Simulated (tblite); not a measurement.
Input of a run (GFN2-xTB geometry optimisation, gas phase (tblite 0.8.0)), started from a force field or distance geometry:
```
{"job": {"kind": "relax", "xc": "GFN2-xTB", "basis": "xTB"}, "charge": 0, "multiplicity": 2}
F     -0.507900     2.688900     0.593800
C     -0.260400     1.370100     0.261400
C      1.028200     1.080700     0.137600
C      1.366200    -0.277100    -0.212700
Cl     3.030700    -0.785000    -0.406100
C      0.378800    -1.139600    -0.350800
C     -1.052000    -0.888000    -0.213800
C     -1.399000     0.503700     0.137900
H      1.777700     1.841000     0.270300
H      0.676500    -2.165800    -0.599300
H     -1.525600    -1.072100    -1.245300
H     -1.535600    -1.643100     0.498700
H     -1.981900     0.486800     1.110500
```

Output (eV, eV/Å):
```
step      E/eV     max force
  0    -668.63246    3.452
  1    -669.01225    2.216
  2    -669.17183    1.541
  3    -669.41110    1.235
  4    -669.50753    0.720
  5    -669.54516    0.553
  6    -669.61282    0.766
  7    -669.66346    0.828
  8    -669.70235    0.492
  9    -669.72598    0.314
 10    -669.73888    0.353
 11    -669.75055    0.411
 12    -669.76091    0.290
 13    -669.76774    0.224
 14    -669.77274    0.224
 15    -669.77928    0.204
 16    -669.78441    0.204
 17    -669.78782    0.182
 18    -669.79014    0.162
 19    -669.79269    0.143
 20    -669.79577    0.155
 21    -669.79879    0.143
 22    -669.80096    0.117
 23    -669.80255    0.108
 24    -669.80411    0.112
 25    -669.80568    0.108
 26    -669.80677    0.077
 27    -669.80741    0.076
 28    -669.80795    0.066
 29    -669.80864    0.078
 30    -669.80945    0.078
 31    -669.81022    0.065
 32    -669.81088    0.067
 33    -669.81152    0.080
 34    -669.81214    0.060
 35    -669.81265    0.064
 36    -669.81304    0.072
 37    -669.81343    0.073
 38    -669.81394    0.073
 39    -669.81456    0.081
 40    -669.81520    0.087
 41    -669.81576    0.084
 42    -669.81622    0.067
 43    -669.81654    0.052
 44    -669.81674    0.042
 45    -669.81689    0.036
 46    -669.81703    0.040
 47    -669.81716    0.043
 48    -669.81728    0.035
 49    -669.81740    0.045
 50    -669.81753    0.039
 51    -669.81764    0.028
 52    -669.81770    0.021
 53    -669.81773    0.012
 54    -669.81776    0.016
 55    -669.81779    0.019
 56    -669.81782    0.014
 57    -669.81783    0.009
```

Question: Summarise the run.

Answer: The energy falls by 1.185 eV over 57 L-BFGS steps, the largest force on an atom goes from 3.45 to 0.009 eV/Å, and the atoms move by 0.253 Å rms after alignment. The bond that changes most is C2–C8 (ends: carbon bonded to 2 C and F; carbon bonded to 2 C and H), which shortens by 0.081 Å. Bonds longer at the end by more than 0.005 Å: 4 of 13; shorter: 8. Among the angles that change most is C7–C8–H13, from 108.1° to 118.7°. Among the dihedrals that turn most is H11–C7–C8–H13, from 121° to 57°. The energy never rose by more than 1e-5 eV on the way. The first step brought 32 % of the lowering.

Question: What are the final bond lengths?

Answer: F1–C2 1.350 Å, C2=C3 1.402 Å, C3–C4 1.403 Å, C4–Cl5 1.732 Å, C4=C6 1.357 Å, C6–C7 1.490 Å, C7–C8 1.487 Å, C2–C8 1.355 Å, C3–H9 1.075 Å, C6–H10 1.078 Å, C7–H11 1.102 Å, C7–H12 1.101 Å, C8–H13 1.078 Å. Numbering counts from 1 in the input's order; the species is `C1C(=CC[CH]C=1F)Cl` [radical].

The run took 0.28 s wall on one thread, Arm Neoverse V2 (aarch64), shared host with 32 logical CPUs at a one-minute load of 15.

Its GFN2-xTB frequencies are all real (lowest 138 cm⁻¹).

The numbers are calculated, not measured.
